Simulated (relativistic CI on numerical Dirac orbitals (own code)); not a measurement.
Spin-allowed bands of a d7 ion in an octahedral site, by hand

Problem. Take Δ = 10300 cm⁻¹ and B = 910 cm⁻¹ for a high-spin d7 ion in an octahedral site. Calculate the three spin-allowed bands.

Working.
1. The terms of highest spin are 4F (energy 0) and 4P (15B = 13650 cm⁻¹). Here the F term splits into A2 at +1.2Δ = 12360, T2 at +0.2Δ = 2060 and T1 at −0.6Δ = -6180 cm⁻¹.
2. The two T1 states mix through the element 0.4Δ: H = [[-6180, 4120], [4120, 13650]], with roots ½(H₁₁ + H₂₂) ∓ ½√[(H₂₂ − H₁₁)² + 4H₁₂²] = ½(7470) ∓ ½(21474) = -7002 and 14472 cm⁻¹.
3. The ground term is 4T1 at -7002 cm⁻¹.
4. Bands: 4T2 9062 cm⁻¹ (1104 nm), 4A2 19362 cm⁻¹ (516 nm), 4T1(P) 21474 cm⁻¹ (466 nm).

Check. Exact diagonalisation of the whole d7 shell with these parameters gives 4T2 9062, 4A2 19362, 4T1 21474 cm⁻¹. The match is exact, since without spin-orbit coupling no other term has this spin. The ratio of the second band to the first, 2.137, depends on Δ/B = 11.3 alone, which is how a Tanabe-Sugano diagram is read.
